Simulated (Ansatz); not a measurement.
One change: `N=C(O)C[SiH2]Cl` becomes `CC(=N)O`.

Ansatz, PBE0-D4/def2-TZVP geometries, multiplicity 1. Each molecule was computed in one conformer, which needn't be the lowest.

```csv
property,`N=C(O)C[SiH2]Cl`
HOMO energy (B3LYP/def2-TZVPP) / eV,-7.79
LUMO energy (ωB97M-V/def2-TZVPP) / eV,1.81
HOMO energy (PBE0/def2-TZVPP) / eV,-8.03
HOMO–LUMO gap (PBE0/def2-TZVPP) / eV,7.96
HOMO–LUMO gap (ωB97M-V/def2-TZVPP) / eV,12.14
HOMO–LUMO gap (B3LYP/def2-TZVPP) / eV,7.50
```

(1) What does the change do to each property? (An estimate is asked.)

Answers

(1) The calculation gave: 
```
                               property  `CC(=N)O`  shift
    HOMO energy (B3LYP/def2-TZVPP) / eV      -7.68   0.11
  LUMO energy (ωB97M-V/def2-TZVPP) / eV       2.43   0.62
     HOMO energy (PBE0/def2-TZVPP) / eV      -7.91   0.12
   HOMO–LUMO gap (PBE0/def2-TZVPP) / eV       8.63   0.67
HOMO–LUMO gap (ωB97M-V/def2-TZVPP) / eV      12.68   0.54
  HOMO–LUMO gap (B3LYP/def2-TZVPP) / eV       8.11   0.61
```

With PBE0 the HOMO rises by 0.12 eV and the LUMO rises by 0.79 eV, so the gap widens by about 0.67 eV. PBE moves the HOMO by 0.20 eV and ωB97M-V by 0.08 eV.

B3LYP here is the variant with VWN-RPA as its local correlation; programs differ in this.
